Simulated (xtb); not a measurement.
F2Zr, SMILES [F][Zr][F], multiplicity 1. All values are semi-empirical tight-binding results from xtb (GFN2-xTB unless named), good for trends rather than for accurate numbers. Coordinates come from a GFN2-xTB optimisation. The spin state was assumed, not searched.

Optimised geometry:

Bonds (Å): Zr1–F2 1.812, Zr1–F3 1.812. Angles (°): F2–Zr1–F3 180.0.

For metal compounds this method's bond lengths and energies can be far off.

Problem. Estimate the properties. (The exact figures need the calculation; the answer reports its results.)

Solution. 
point group as xtb finds it: D∞h
orbital gap: 1.55 eV
zero-point energy: 1.9 kcal/mol
G − E(el) at 298.15 K (modified RRHO): -14.1 kcal/mol

Computed atomic charges and the Wiberg bond orders between heavy atoms:
charges (e) Zr1 0.78, F2 -0.39, F3 -0.39. Bond orders Zr1–F2 1.02, Zr1–F3 1.02.
